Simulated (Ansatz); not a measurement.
Reaction (ligand exchange at the Si–Te bond): `ClC[SiH2][TeH]` + HBr → `ClC[SiH2]Br` + H₂Te

Isolated molecules relaxed with PBE0-D4/def2-TZVP in Ansatz; ΔE leaves out vibrations. CCSD(T)/CBS adds triple-zeta CCSD(T) − MP2 to the extrapolated MP2 energy (def2 sets, frozen cores). DFT in def2-TZVPP. B3LYP here is the variant with VWN-RPA as its local correlation; programs differ in this. def2 core potentials past Kr. For Br, Te outer-core shells are correlated without core-valence functions, which leaves a few kJ/mol of doubt a bond. Scalar relativity is left out up to krypton. One conformer a species, not always the lowest.

`ClC[SiH2][TeH]`:

```xyz
9

Cl   -1.414    1.529    1.632
C    -1.070    0.189    0.500
Si    0.637    0.454   -0.244
Te    1.183   -1.370   -1.859
H    -1.131   -0.745    1.058
H    -1.846    0.187   -0.266
H     0.644    1.705   -1.040
H     1.640    0.515    0.844
H     1.356   -2.464   -0.625
```

HBr:

```xyz
2

Br   -0.498    0.491    0.125
H     0.498   -0.491   -0.125
```

`ClC[SiH2]Br`:

Z-matrix (Å, degrees):
```
C
Si 1 1.876
Cl 1 1.780 2 110.8
H 1 1.092 2 110.1 3 119.3
H 1 1.090 2 111.5 3 -120.4
Br 2 2.214 1 109.7 3 65.6
H 2 1.484 1 109.0 3 -176.3
H 2 1.479 1 110.2 3 -54.1
```

H₂Te:

Cartesian coordinates in Å:
```
Te 0.743 -0.042 -0.225
H -0.322 -1.094 0.482
H -0.421 1.136 -0.257
```

```
             level  ΔE (kJ/mol)  difference from CCSD(T)/CBS
           PBE0-D4        -25.4                          2.1
          B3LYP-D4        -29.0                         -1.5
             B3LYP        -31.4                         -3.9
    MP2/def2-TZVPP        -27.0                          0.5
SCS-MP2/def2-TZVPP        -30.3                         -2.8
   CCSD/def2-TZVPP        -31.6                         -4.1
CCSD(T)/def2-TZVPP        -29.3                         -1.8
    MP2/def2-QZVPP        -25.9                          1.6
      HF/CBS(def2)        -41.0                        -13.5
    CCSD/CBS(def2)        -29.8                         -2.3
       CCSD(T)/CBS        -27.5                            0
```

Largest T1 diagnostic among the species: 0.010.

In def2-TZVPP, CCSD(T) changes the Hartree–Fock value by +11.9 kJ/mol (the triples alone add +2.3 kJ/mol) and MP2 by +14.3 kJ/mol.
